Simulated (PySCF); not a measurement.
**TeCl2: one-bond stretch**

All numbers come from PySCF, PBE0, basis Te def2-TZVP with ECP28, Cl def2-TZVP (scalar-relativistic core potentials, no spin–orbit coupling, density fitting).

Rigid scan from the singlet minimum (Te–Cl 2.320 Å (×2); Cl–Te–Cl 99.3°). Coordinate: the bond from Te to the last atom (Cl) scaled, the rest fixed. Energies in kJ/mol from the minimum.

(1) Predict the curve at 0.92, 0.96, 1.00, 1.05, 1.12, 1.20, 1.35, 1.55, 1.80, 2.20.

## Answers

(1) 
| scale of one bond | E (kJ/mol) | dipole size (D) |
| --- | --- | --- |
| 0.92 | 32.9 | 1.69 |
| 0.96 | 7.1 | 1.74 |
| 1.00 | 0.0 | 1.90 |
| 1.05 | 8.2 | 2.20 |
| 1.12 | 37.7 | 2.70 |
| 1.20 | 82.8 | 3.29 |
| 1.35 | 169.9 | 4.29 |
| 1.55 | 262.1 | – |
| 1.80 | 333.7 | – |
| 2.20 | 386.2 | – |

At long bonds a restricted determinant can lie too high, and another spin state can fall below this curve.

Other isomers or separated fragments may lie lower.

The scan took 18 s on 2 threads of a shared Arm Neoverse V1 host; the process peaked at 1.1 GiB.
